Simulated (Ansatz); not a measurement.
`C=NB(F)Cl` + `FC(F)(F)[O][SnH3]` → `FB(Cl)OC(F)(F)F` + `C=[N][SnH3]` at 500 K and 1 bar (redistribution).

Calculated with Ansatz (gas phase, PBE0-D4/def2-TZVP geometries, no zero-point term in ΔE). CBS: MP2 limit from def2 TZ/QZ plus the TZ coupled-cluster correction, frozen cores. def2 core potentials past Kr. For Sn outer-core shells are correlated without core-valence functions, which leaves a few kJ/mol of doubt a bond. One conformer a species, not always the lowest.

```tsv
species	CCSD(T)/CBS energy (Eh)	H − E (kJ/mol)	S (J/(mol·K))
`C=NB(F)Cl`	-678.42235	137.9	364.4
`FC(F)(F)[O][SnH3]`	-628.44046	151.2	444.0
`FB(Cl)OC(F)(F)F`	-997.12510	121.0	432.8
`C=[N][SnH3]`	-309.73027	166.8	358.6
```

H − E and S are ideal-gas, rigid-rotor, harmonic terms from PBE0-D4/def2-TZVP, for one conformer and one mirror image of each species. 1 Eh = 2625.50 kJ/mol, R = 8.31446 J/(mol·K).

Question: By hand: ΔE, ΔH, ΔS and ΔG.

Answer: ΔE = (-997.12510) + (-309.73027) − (-678.42235) − (-628.44046) = 0.00744 Eh = 19.5 kJ/mol. Δ(H − E) = 121.0 + 166.8 − 137.9 − 151.2 = -1.3, so ΔH = 18.2 kJ/mol. ΔS = 432.8 + 358.6 − 364.4 − 444.0 = -17.0 J/(mol·K). ΔG = 18.2 − 500 × (-17.0)/1000 = 26.7 kJ/mol.

Question: By hand: the equilibrium constant, and the temperature at which ΔG would vanish if ΔH and ΔS stayed fixed.

Answer: log₁₀ K = −ΔG/(RT ln 10) = -2.8. ΔH and −TΔS have one sign here, so there is no such temperature.

TΔS isn't small against ΔH here. A doubt of 5 kJ/mol in ΔE shifts log₁₀ K by 0.5 here. Other conformers and mirror images would add mixing entropy, several J/(mol·K) or more a flexible species. Modes under 60 cm⁻¹, often nearly free rotors, make the harmonic entropy too high. These are equilibria of isolated gas molecules and say nothing of rates. Largest T1 diagnostic: 0.014 (customary marks: 0.02 for closed shells, 0.045 for open ones).
